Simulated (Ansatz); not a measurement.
Start from `[BH2][Zn][CH2]C` and change one atom or group to get `C[CH2][Zn][Cl]`.

Ansatz, PBE0-D4/def2-TZVP geometries, multiplicity 1. Each molecule was computed in one conformer, which needn't be the lowest.

Scalar relativity is left out up to krypton.

```csv
property,`[BH2][Zn][CH2]C`
HOMO–LUMO gap (B3LYP/def2-TZVPP) / eV,3.71
size of the dipole moment (ωB97M-V/def2-TZVPP) / D,0.14
LUMO energy (B3LYP/def2-TZVPP) / eV,-2.57
HOMO–LUMO gap (PBE/def2-TZVPP) / eV,2.07
size of the dipole moment (B3LYP/def2-TZVPP) / D,0.13
LUMO energy (PBE/def2-TZVPP) / eV,-3.34
```

Q: What does the change do to each property? (An estimate is asked.)

A: Ansatz gave: 
```json
{"property": "HOMO–LUMO gap (B3LYP/def2-TZVPP) / eV", "`C[CH2][Zn][Cl]`": "6.97", "shift": "3.26"}
{"property": "size of the dipole moment (ωB97M-V/def2-TZVPP) / D", "`C[CH2][Zn][Cl]`": "2.60", "shift": "2.46"}
{"property": "LUMO energy (B3LYP/def2-TZVPP) / eV", "`C[CH2][Zn][Cl]`": "-0.76", "shift": "1.81"}
{"property": "HOMO–LUMO gap (PBE/def2-TZVPP) / eV", "`C[CH2][Zn][Cl]`": "5.52", "shift": "3.45"}
{"property": "size of the dipole moment (B3LYP/def2-TZVPP) / D", "`C[CH2][Zn][Cl]`": "2.70", "shift": "2.57"}
{"property": "LUMO energy (PBE/def2-TZVPP) / eV", "`C[CH2][Zn][Cl]`": "-1.28", "shift": "2.06"}
```

With PBE0 the HOMO falls by 1.43 eV and the LUMO rises by 1.89 eV, so the gap widens by about 3.32 eV. PBE moves the HOMO by -1.39 eV and ωB97M-V by -1.47 eV. Dipoles are sizes alone; their direction can turn.

B3LYP here is the variant with VWN-RPA as its local correlation; programs differ in this.
